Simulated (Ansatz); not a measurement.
`CC1=CC(C(F)(F)F)=[O+][Ti-]([F])([Cl])([Cl])[O]1`, relaxed with RKS PBE-D4/def2-SVP in Ansatz from a rough embedded geometry. The force threshold is 0.03 eV/Å; the program also tests the step.

Charge 0, multiplicity 1.

Start:

```xyz
18

C    -1.275    2.094    1.219
C    -0.311    1.147    0.501
C    -0.702   -0.080    0.328
C    -0.049   -1.216   -0.351
C    -0.912   -2.535   -0.302
F    -2.104   -2.377   -0.993
F    -0.182   -3.534   -0.843
F    -1.143   -2.770    0.998
O     0.987   -1.352   -0.868
Ti    2.326    0.518   -0.897
F     3.062   -0.014    0.949
Cl    4.538    0.703   -1.700
Cl    1.417    1.094   -2.988
O     0.806    1.848    0.193
H    -0.819    2.892    1.714
H    -1.877    1.458    1.949
H    -2.007    2.397    0.389
H    -1.757   -0.273    0.702
```

| step | energy (eV) | largest force (eV/Å) | largest move (Å) |
| --- | --- | --- | --- |
| 1 | -68314.1927 | 8.296 | 0.000 |
| 2 | -68316.6578 | 2.755 | 0.194 |
| 3 | -68317.1993 | 1.064 | 0.195 |
| 4 | -68317.3291 | 0.356 | 0.140 |
| 5 | -68317.3492 | 0.223 | 0.070 |
| 6 | -68317.3585 | 0.083 | 0.036 |
| 7 | -68317.3606 | 0.078 | 0.035 |
| 8 | -68317.3700 | 0.236 | 0.127 |
| 9 | -68317.3888 | 0.332 | 0.122 |
| 10 | -68317.4264 | 0.497 | 0.174 |
| 11 | -68317.4889 | 0.635 | 0.188 |
| 12 | -68317.5873 | 0.509 | 0.196 |
| 13 | -68317.6792 | 0.616 | 0.200 |
| 14 | -68317.7929 | 0.475 | 0.192 |
| 15 | -68317.9052 | 0.444 | 0.191 |
| 16 | -68317.9937 | 0.239 | 0.200 |
| 17 | -68318.0341 | 0.529 | 0.200 |
| 18 | -68318.0410 | 0.268 | 0.075 |
| 19 | -68318.0421 | 0.385 | 0.123 |
| 20 | -68318.0470 | 0.086 | 0.040 |
| 21 | -68318.0477 | 0.024 | 0.016 |
| 22 | -68318.0481 | 0.030 | 0.039 |
| 23 | -68318.0485 | 0.036 | 0.038 |
| 24 | -68318.0486 | 0.042 | 0.026 |
| 25 | -68318.0487 | 0.028 | 0.034 |

End:

```xyz
18

C    -1.084    2.242    1.162
C    -0.383    1.087    0.512
C    -0.963   -0.185    0.419
C    -0.247   -1.242   -0.183
C    -0.927   -2.630   -0.246
F    -2.073   -2.545   -0.959
F    -0.135   -3.542   -0.811
F    -1.247   -3.041    1.002
O     0.912   -1.158   -0.675
Ti    2.225    0.454   -0.918
F     3.392   -0.620   -0.193
Cl    3.446    2.313   -0.857
Cl    1.970    0.220   -3.091
O     0.801    1.346    0.048
H    -0.461    2.625    1.995
H    -2.085    1.968    1.540
H    -1.175    3.072    0.431
H    -1.966   -0.364    0.825
```

Hardware: 11 threads of an AMD EPYC 7R13 on a shared host and a whole NVIDIA H100 80 GB. Wall time 25 s, peak host memory 0.93 GiB.
